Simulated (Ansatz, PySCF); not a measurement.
This Ansatz (an electronic-structure program) input computes a CAM-B3LYP/def2-TZVPD energy:

Ansatz 0.2 input:
```yaml
crystal:
  periodic: [false, false, false]
  atoms:
    - {symbol: C, position_ang: [-2.33940638, -0.19896467, 0.00707298]}
    - {symbol: C, position_ang: [-1.04142932, 0.21915911, 0.06988788]}
    - {symbol: C, position_ang: [0.15191927, -0.51386040, -0.11470472]}
    - {symbol: C, position_ang: [1.41580073, 0.05657221, -0.01812593]}
    - {symbol: N, position_ang: [2.48809721, 0.52295882, 0.06000096]}
    - {symbol: H, position_ang: [-3.15695068, 0.49041244, 0.17413273]}
    - {symbol: H, position_ang: [-2.59840437, -1.23043960, -0.21106744]}
    - {symbol: H, position_ang: [-0.88897031, 1.27545564, 0.29569869]}
    - {symbol: H, position_ang: [0.10633907, -1.57357774, -0.34355194]}
basis:
  gaussian:
    orbitals: def2-TZVPD
hamiltonian:
  xc: {name: CAM-B3LYP}
total_charge: -1
output: {forces: true}
```

Q: Write an input for the same energy in PySCF and say what it gives.

A: 
```python
from pyscf import gto, scf, dft

mol = gto.M(
    atom='''
    C    -2.33940638   -0.19896467    0.00707298
    C    -1.04142932    0.21915911    0.06988788
    C     0.15191927   -0.51386040   -0.11470472
    C     1.41580073    0.05657221   -0.01812593
    N     2.48809721    0.52295882    0.06000096
    H    -3.15695068    0.49041244    0.17413273
    H    -2.59840437   -1.23043960   -0.21106744
    H    -0.88897031    1.27545564    0.29569869
    H     0.10633907   -1.57357774   -0.34355194
    ''',
    basis='def2-tzvpd',
    charge=-1,
    spin=0,
    verbose=4,
)

mf = dft.RKS(mol, xc='camb3lyp').density_fit(auxbasis='def2-universal-jkfit')
mf.grids.level = 3
mf.conv_tol = 1e-9
mf.max_cycle = 100
mf.max_memory = 1500
mf.kernel()
if not mf.converged:
    mf = mf.newton()
    mf.kernel(mf.make_rdm1())
mf.analyze()
```
It gives -209.53733 Eh, and Ansatz -209.53729 Eh, a difference of 0.04 mEh, from the treatment of integrals and grids.

It need not be the lowest isomer of its formula. Whether it binds its extra electron was not tested at this geometry.
